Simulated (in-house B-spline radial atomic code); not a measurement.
Configurations of Ge⁵⁺, with energies counted from [Ar] 3d9. Method: Dirac-Hartree-Fock, average of configuration, Fermi nucleus of rms radius 4.0742 fm. Calculated with a radial B-spline atomic code at the basis-set limit. Energies include first-order Breit, QED and recoil terms.

Occupations are held fixed; configurations that lie above the ionisation limit could autoionise.

```tsv
configuration	E - E(ref) (eV)	highest orbital	its <r> (bohr)
[Ar] 3d8 5s1	77.328	5s1/2	3.192
[Ar] 3d8 4f1	85.067	4f5/2	2.9
[Ar] 3d8 6s1	92.618	6s1/2	5.233
[Ar] 3d8 5g1	96.552	5g9/2	4.579
[Ne] 3s2 3p5 3d10	97.766	3d5/2	0.6813
[Ar] 3d8 6g1	102.54	6g9/2	7.326
[Ar] 3d8 7g1	106.15	7g9/2	10.57
[Ne] 3s2 3p5 3d9 5f1	193.45	5f5/2	5.091
[Ne] 3s2 3p5 3d9 5g1	193.81	5g9/2	4.579
[Ne] 3s2 3p5 3d9 6f1	199.56	6f5/2	7.8
[Ne] 3s2 3p5 3d9 7g1	203.41	7g9/2	10.57
```

Problem. Order these further configurations by energy, lowest first.
A. [Ar] 3d8 4s1
B. [Ar] 3d8 7s1
C. [Ar] 3d8 7f1
D. [Ne] 3s2 3p5 3d9 4f1
E. [Ar] 3d8 5p1

Solution. A (39.145 eV), E (82.262 eV), B (100.35 eV), C (105.99 eV), D (182.3 eV).

Problem. How far above the reference does [Ar] 3d8 7p1 lie?

Solution. 101.7 eV; its least bound orbital is 7p3/2 with <r> = 8.352 bohr.

Problem. How far above the reference does [Ar] 3d8 5f1 lie?

Solution. 96.209 eV; its least bound orbital is 5f5/2 with <r> = 5.099 bohr.

Problem. How far above the reference does [Ar] 3d8 6p1 lie?

Solution. 95.023 eV; its least bound orbital is 6p3/2 with <r> = 5.682 bohr.

Problem. One of these lies 189.9 eV from the reference. Which?
A. [Ne] 3s2 3p5 3d9 6s1
B. [Ne] 3s2 3p5 3d9 6g1
C. [Ne] 3s2 3p5 3d9 4s1

Solution. A.
